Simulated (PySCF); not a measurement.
These are PBE0-D3(BJ)/def2-TZVP // PBE0-D3(BJ)/def2-SVP (PySCF) values and carry that method's errors. Gas-phase values, no solvent. One relaxed conformer stands for a flexible species; it need not be the lowest. Delta-SCF ions had no search for a lower state. Excitations are Tamm–Dancoff values on a coarser integration grid. The basis has no diffuse functions, so Rydberg states are missing or too high.

Reference species (SMILES): `B[C@@H]1C[C@@H]2CC[C@H]1[C@@H]2S` (neutral, multiplicity 1).

```json
{
  "HOMO–LUMO gap": "5.58 eV",
  "T1 excitation (TDA)": "4.59 eV",
  "vertical ionisation energy (Delta-SCF)": "8.82 eV"
}
```

Changed species: `B[C@@]12CC[C@@H](C1)[C@@H](S)C2`.

Give the shifts of the HOMO–LUMO gap, T1 excitation (TDA) and vertical ionisation energy (Delta-SCF).

the HOMO–LUMO gap falls by 0.25 eV, to 5.33 eV; the T1 excitation (TDA) decreases by 0.09 eV, to 4.50 eV; the vertical ionisation energy (Delta-SCF) drops by 0.11 eV, to 8.71 eV.
